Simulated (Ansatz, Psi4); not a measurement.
Input for Ansatz (a first-principles code):
Ansatz 0.2 input:
```yaml
crystal:
  periodic: [false, false, false]
  atoms:
    - {symbol: C, position_ang: [-1.30956027, 0.64165426, -0.78188424]}
    - {symbol: S, position_ang: [0.00505826, -0.41669803, -0.07959067]}
    - {symbol: C, position_ang: [1.54492139, 0.56256668, -0.18640788]}
    - {symbol: O, position_ang: [-0.28988667, -0.66512662, 1.30126565]}
    - {symbol: H, position_ang: [-2.25756047, 0.11057683, -0.72631947]}
    - {symbol: H, position_ang: [-1.06745328, 0.86084288, -1.81688002]}
    - {symbol: H, position_ang: [-1.37449429, 1.55165765, -0.18678638]}
    - {symbol: H, position_ang: [1.41487689, 1.47437405, 0.39510721]}
    - {symbol: H, position_ang: [2.36213553, -0.01741859, 0.23740007]}
    - {symbol: H, position_ang: [1.74849007, 0.78282306, -1.22944318]}
basis:
  gaussian:
    orbitals: aug-cc-pVDZ
total_charge: 1
magnetization: {spin_polarized: true, initial_magnetization: 1}
correlation: {method: mp2, electrons: outside_noble_gas}
accuracy: high
```

**Question.** Give the equivalent Psi4 input.

**Answer.** One answer among several that fit: 
```
memory 2 GB

molecule {
1 2
  C    -1.30956027    0.64165426   -0.78188424
  S     0.00505826   -0.41669803   -0.07959067
  C     1.54492139    0.56256668   -0.18640788
  O    -0.28988667   -0.66512662    1.30126565
  H    -2.25756047    0.11057683   -0.72631947
  H    -1.06745328    0.86084288   -1.81688002
  H    -1.37449429    1.55165765   -0.18678638
  H     1.41487689    1.47437405    0.39510721
  H     2.36213553   -0.01741859    0.23740007
  H     1.74849007    0.78282306   -1.22944318
}

set basis aug-cc-pvdz
set reference uhf
set freeze_core true
set mp2_type conv
set scf_type pk
set puream true
set d_convergence 1e-8

energy('mp2')
print_variables()
```

Both were run: Ansatz gave -551.896938 Eh and Psi4 -551.896938 Eh, 0.000 mEh apart.
